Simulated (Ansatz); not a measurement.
Input file for Ansatz (a quantum-chemistry and plane-wave program): U-CCSD(T)/def2-TZVPP on BFHI (SMILES FBI), a point of a bond scan (R = 2.075 Å). Elements past Kr take the def2 small-core potentials; no spin–orbit coupling. The run froze 11 orbitals, filled d shells among them.

Ansatz 0.2 input:
```yaml
crystal:
  periodic: [false, false, false]
  atoms:
    - {symbol: B, position_ang: [-0.24474767, -1.33345574, 0.80641967]}
    - {symbol: F, position_ang: [0.79230233, -1.74375557, 1.49667712]}
    - {symbol: H, position_ang: [-2.02161577, -2.40510749, 0.82644548]}
    - {symbol: I, position_ang: [-0.08767701, 0.45862089, -0.34566142]}
basis:
  gaussian:
    orbitals: def2-TZVPP
correlation: {method: ccsd_t, electrons: outside_noble_gas}
scf: {omitted_lower_state_checks: [cluster_reference]}
magnetization: {spin_polarized: true, initial_magnetization: 0}
```

Q: Predict the final total energy.

A: -421.9155 hartree (reference determinant -421.3835, T1 diagnostic 0.061). Its determinant has ⟨S²⟩ = 0.48, a mixture of spin states.

Q: How many basis functions does it have, and what does it roughly cost on one machine?

A: 126 functions; very roughly 30 core-seconds.
